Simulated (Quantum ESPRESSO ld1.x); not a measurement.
Q: All-electron atom: O7+ in 1s0.5 2p0.5 (fractional occupations, a model configuration). Method: Dirac Kohn-Sham, exchange-only PBE, spin-unpolarised, spherical densities, point nucleus; open shells fill j = l - 1/2 first; computed with ld1.x of Quantum ESPRESSO 7.5. Some entries of the table are withheld. Estimate them.

orbital,occ.,eigenvalue (eV),<r^2> (bohr^2)
1s1/2,0.5,-837.786,(1)
2p1/2,0.5,(2),0.5080
2p3/2,0,(3),0.5091

A: 
(1) 1s1/2 <r^2> (bohr^2): 0.04664
(2) 2p1/2 eigenvalue (eV): -190.805
(3) 2p3/2 eigenvalue (eV): -190.637
